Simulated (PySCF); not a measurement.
Mapped SMILES: `[CH2:1]=[C:2]=[C:3]=[CH:4][C:5]#[C:6][C:7]([F:8])([F:9])[F:10]`. Hydrogens are named by the atom that carries them.

[PySCF: geometry: GFN2-xTB; shieldings: GIAO PBE0/pcSseg-1; in vacuum; single conformer; relativity neglected; fast rotation and ring inversion assumed for equivalent nuclei]

Predict the 2D correlation tables (HSQC, COSY, HMBC).

## Answers



HSQC (one-bond C–H):
```tsv
δH	δC
6.05 (H(C1))	112.6 (C1)
5.99 (H(C4))	94.2 (C4)
```

HMBC (two and three bonds, from the bond graph):
```tsv
δH	δC
6.05 (H(C1))	197.9 (C3), 179.9 (C2)
5.99 (H(C4))	197.9 (C3), 179.9 (C2), 91.1 (C5), 88.7 (C6)
```

No COSY cross peaks are expected.

Referencing at the same level of theory: TMS for $^{1}$H, $^{13}$C.

Shifts are as computed. Against solution values, carbons near 30 ppm lie about +3 ppm off and those near 130 ppm about +5 ppm. Of 1211 compounds with measured shifts, 218 miss one by over three times the rms of a fit or turn the order of signals round; such compounds aren't used in these exercises.
